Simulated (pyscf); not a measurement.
PySCF, gas phase, ωB97X-D3(BJ)/def2-SVP geometries.

Question: How much does it cost (ΔH, 298 K, ωB97M-D3(BJ)/def2-TZVP) to split HO–B(OH)–O–Hf(Cl)(Cl)–Cl at its B–O bond into [HO–B–OH]• + [O–Hf(Cl)(Cl)–Cl]•?

Answer: B–O to [HO–B–OH]• + [O–Hf(Cl)(Cl)–Cl]•: 156.2 kcal/mol. The 7 functionals that were run give +147.1 (PBE) to +156.2 kcal/mol (ωB97M-D3(BJ)/def2-TZVP). The radicals are drawn with the spin at the cut bond; how far it spreads was not checked. Other isomers of [HO–B–OH]•, [O–Hf(Cl)(Cl)–Cl]• were not searched in full and may lie lower. Open-shell species with a d-block atom are single-reference here; other states, and whether the spin sits on metal or ligand, were not checked. Elements past Kr carry the def2 core potentials, without spin-orbit coupling.
